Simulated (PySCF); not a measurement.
Computed IR spectrum (relative IR intensity) of a molecule C3H7BFNO. Geometry: PBE-D3(BJ)/def2-SVP. Other conformers were not sampled. Level of theory: PBE-D3(BJ)/def2-SVP (PySCF 2.14.0). No scaling factor is applied to the harmonic values.

ν (cm⁻¹): 342 (m), 621 (w), 914 (vw), 927 (w), 1186 (m), 1289 (w), 1346 (m), 1382 (s), 1402 (vs), 1415 (vw), 1552 (vs), 1714 (w), 2950 (w), 3013 (vw), 3054 (vw), 3083 (vw), 3095 (vw), 3554 (w), 3665 (w) (against the strongest line: vs over 80 %, s over 45 %, m over 15 %, w over 4 %, vw less)

Task: Which molecule gave these data?
A. CO/C=N/B(C)F
B. C=C(F)B(N)OC
C. C=C(OC)B(N)F
D. C/C=C/OB(N)F

Result: D, C/C=C/OB(N)F
